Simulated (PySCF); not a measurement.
# Static response to an electric field

C5H9ClO.
Geometry (GFN2-xTB, Å), atoms numbered from 1 in this order:
```
atom  x, y, z in Å
C1     2.743   -0.443   -0.086
O2     1.544    0.282    0.045
C3     0.404   -0.463    0.028
C4    -0.814    0.074    0.098
C5    -2.055   -0.763    0.082
C6    -1.004    1.551    0.158
Cl7   -1.613    2.161   -1.425
H8     3.550    0.285   -0.025
H9     2.792   -0.959   -1.051
H10    2.855   -1.177    0.720
H11    0.537   -1.538   -0.026
H12   -1.816   -1.816   -0.039
H13   -2.701   -0.451   -0.737
H14   -2.609   -0.634    1.012
H15   -0.063    2.064    0.343
H16   -1.757    1.836    0.891
```

Level: PBE0/def2-SVPD (PySCF), static field, nuclei fixed, core orbitals frozen in the response. The polarisability tensor in these axes (au):

```
x   102.46 -11.68   3.41
y   -11.68  81.83  -6.53
z     3.41  -6.53  68.41
```

Problem. What are the eigenvalues, a third of the trace, and Δα (Δα² = ½Σ(αi − αj)² over the three pairs)?

Solution. Principal values 65.70, 78.42 and 108.58 au; mean 84.24 au = 12.48 Å³ = 13.89 × 10⁻⁴⁰ C²·m²/J; Δα = 38.14 au (45 % of the mean).

Problem. What is the dipole moment, and where does it point?

Solution. (1.76, -2.32, 1.55) D, 3.30 D in size, pointing from the negative to the positive side. Measured along this direction, the outermost atoms are Cl7 at the negative end and H10 at the positive end.

Problem. Rayleigh depolarisation ratio (linearly polarised light, static tensor)?

Solution. ρ = 3Δα²/(45ᾱ² + 4Δα²) = 4364.8/(319308 + 5819.7) = 0.0134.

Problem. What molar refraction does this α imply?

Solution. Lorentz–Lorenz: R = (4π/3)N_A α = 2.5225 cm³/(mol·Å³) × 12.48 Å³ = 31.5 cm³/mol, in the limit of long wavelengths.

Problem. Traceless (Buckingham) quadrupole moment about the centre of nuclear charge: eigenvalues?

Solution. -6.84, -0.45, 7.29 D·Å. The values depend on the origin, since the dipole doesn't vanish. The electronic extent ⟨r²⟩ about the same centre is 1240 bohr², a root-mean-square distance of 2.33 Å for the 64 electrons.

Problem. In TDDFT the mean static polarisability is Σ f/ω² over all singlet excitations (ω in hartree). How much of it do the 6 lowest give? Their energies (eV) and oscillator strengths: 5.62, 0.2338; 6.02, 0.0968; 6.56, 0.0379; 6.62, 0.0011; 6.67, 0.0028; 6.72, 0.0536.

Solution. They add up to 9.05 au, 10.7 % of the 84.24 au; the largest single term is 5.47 au, from the state at 5.62 eV. Terms in order: 5.47, 1.98, 0.65, 0.02, 0.05, 0.88 au. Higher excitations give the rest. The strengths listed sum to 0.426.

Problem. Find the Langevin capture rate constant for H3O+ (19.018 u) meeting this molecule (120.034 u), k = 2.342 × 10⁻⁹ cm³/s × √(α in Å³ / reduced mass in u).

Solution. The reduced mass is 16.42 u, so k = 2.04 × 10⁻⁹ cm³/s. The formula leaves out the permanent dipole, which adds to the capture rate.

One conformer (not necessarily the lowest) at the GFN2-xTB geometry, without solvent, vibrations or thermal averaging.
